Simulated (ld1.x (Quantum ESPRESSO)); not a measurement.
## Transferability test, TM potential for cadmium (Cd)

| Property | Result |
| --- | --- |
| Element | cadmium (Cd) |
| Generator | ld1.x (Quantum ESPRESSO) 7.5 |
| Type | norm-conserving Troullier–Martins (Kleinman–Bylander form) |
| Functional | PBE |
| Relativity | scalar-relativistic |
| Frozen core | [Ar] 3d10 |
| Valence charge | 20 |
| Reference configuration | 4s2 4p6 4d10 5s2 5p0 |
| Partial waves | 4p (bound): rc 0.90 bohr; 4d (bound): rc 1.30 bohr; 4s (bound): rc 1.15 bohr |
| Local potential | the s channel |
| Core correction | none |

Occupied shells without a wave of their own: 5s. They enter only through the test configuration that unscreens the potential.

Energies are relative to the spin-unpolarised reference configuration 4s2 4p6 4d10 5s2 5p0; without spin polarisation the order of configurations can differ from experiment.

```csv
valence configuration,charge,ΔE all-electron (eV),error AE − PS (meV)
4s2 4p6 4d10 5s1 5p0,+1,9.272,-516
4s2 4p6 4d10 5s0 5p0,+2,26.398,-1291
4s2 4p6 4d9 5s0 5p0,+3,64.407,-1829
4s2 4p6 4d8 5s0 5p0,+4,118.470,-2401
4s2 4p6 4d9 5s2 5p1,0,12.646,+117
4s2 4p6 4d9 5s2 5p0,+1,17.975,-4.7
4s2 4p6 4d10 5s1 5p1,0,4.666,-365
```

Levels in the configuration 4s2 4p6 4d8 5s0 5p0:

| level | all-electron (eV) | pseudo (eV) |
| --- | --- | --- |
| 4s | -159.488 | -160.097 |
| 4p | -120.014 | -120.616 |
| 4d | -62.521 | -63.091 |

The 5s level has no wave, so the channel is fitted at the deeper level alone: the likely source of the large errors.

The potential misses its own reference levels by up to 0.4 eV.
